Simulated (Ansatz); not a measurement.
Potential energy curve for C2, singlet.

Level of theory: CCSD(T) on UHF/cc-pVTZ, frozen core (Ansatz, an electronic-structure program).

The batch members p0 to p5 hold the bond at 0.92, 1.00, 1.08, 1.12, 1.18, 1.21 Å.

Ansatz input:

Ansatz 0.2 input:
```yaml
# input.yaml
basis:
  gaussian: { orbitals: cc-pvtz }
correlation:
  method: ccsd_t
  electrons: outside_noble_gas
scf:
  omitted_lower_state_checks: [cluster_reference, increment]
batch:
  members: [p0.yaml, p1.yaml, p2.yaml, p3.yaml, p4.yaml, p5.yaml]

# p3.yaml, one of the 6 members of this batch
crystal:
  periodic: [false, false, false]
  atoms:
    - { symbol: C, position_ang: [0.0, 0.0, 0.0] }
    - { symbol: C, position_ang: [0.0, 0.0, 1.12] }
total_charge: 0
magnetization:
  spin_polarized: true
```

Lines of the output on each member:

```
Member 0: Total energy: -2053.36074837 eV, -75.4596156849 hartree
Member 0: Checks for a lower state left out: cluster_reference, increment
Member 1: Total energy: -2057.84465519 eV, -75.6243962211 hartree
Member 1: Checks for a lower state left out: cluster_reference, increment
Member 2: Total energy: -2060.31261880 eV, -75.7150922109 hartree
Member 2: Checks for a lower state left out: cluster_reference, increment
Member 3: Total energy: -2061.02034236 eV, -75.7411005721 hartree
Member 3: Checks for a lower state left out: cluster_reference, increment
Member 5: Total energy: -2061.73902951 eV, -75.7675118374 hartree
Member 5: Checks for a lower state left out: cluster_reference, increment
Member 4: Total energy: -2061.60998455 eV, -75.7627695227 hartree
Member 4: Checks for a lower state left out: cluster_reference, increment
```

The unrestricted solution behind UCCSD(T) changes between 1.35 and 1.44 Å, which can leave a kink. The unrestricted determinant behind UCCSD(T) is spin-contaminated at 0.92 to 4.94 Å (<S²> up to 2.0, against 0.00 for a pure singlet).
